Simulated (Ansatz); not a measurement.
Molecule: CBF2O, net charge 0, doublet state. It need not be the lowest isomer of its formula. 
Geometry from a B3LYP-D3(BJ)/def2-TZVP (Ansatz, a program for electronic structure) optimisation:
```xyz
5

O     -2.0990     0.3341     0.3707
C     -0.9725     0.1548     0.1717
B      0.4853    -0.0773    -0.0857
F      1.2261     0.9057    -0.5875
F      1.0184    -1.2630     0.1912
```
Charge 0, spin multiplicity 2.

Parts of the frozen-core correlation energy in STO-3G (Ansatz, hartree). Frozen orbitals: 5; correlated occupied orbitals by spin: 14 and 13; virtual: 6 and 7. Open shells are spin-unrestricted. Spin-orbit coupling is left out. Non-relativistic.

```csv
term,value
reference (HF),-331.74585
MP2 opposite-spin,-0.14108
MP2 same-spin,-0.04858
CCSD correlation,-0.21060
(T),-0.01088
T1 diagnostic,0.018
largest doubles amplitude,0.127
<S^2> of the reference,0.753
```
